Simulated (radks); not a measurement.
Results of a calculation; reference values are marked as such.
Q: I40+, 13 electrons, occupied as [Ne] 3s2 3p1. Level of theory: scalar-relativistic Kohn-Sham, BLYP, spin-polarised, spherical densities, finite nucleus; open shells are filled with parallel spins first (spin-orbit coupling, left out, can overturn this in heavy ions); Fermi nuclear charge, rms radius 4.75 fm (a radial shooting solver on a logarithmic mesh with Libxc functionals). Some entries of the table are withheld. Estimate them.

orbital,occ.,eigenvalue (hartree),<r> (bohr)
1s up,1,-1305.034,0.02721
1s down,1,-1304.942,0.02721
2s up,1,-275.2527,0.1154
2s down,1,-275.1747,0.1153
2p up,3,-257.0752,0.1006
2p down,3,-256.9719,0.1006
3s up,1,-110.0044,0.2788
3s down,1,-109.6063,0.2789
3p up,1,-104.3553,(1)
3p down,0,-103.9612,(2)
3d up,0,-97.93283,0.2377
3d down,0,-97.61142,0.2374
4s up,0,-58.78765,0.5228
4s down,0,-58.63585,0.5243

A: 
(1) 3p up <r> (bohr): 0.2699
(2) 3p down <r> (bohr): 0.2700
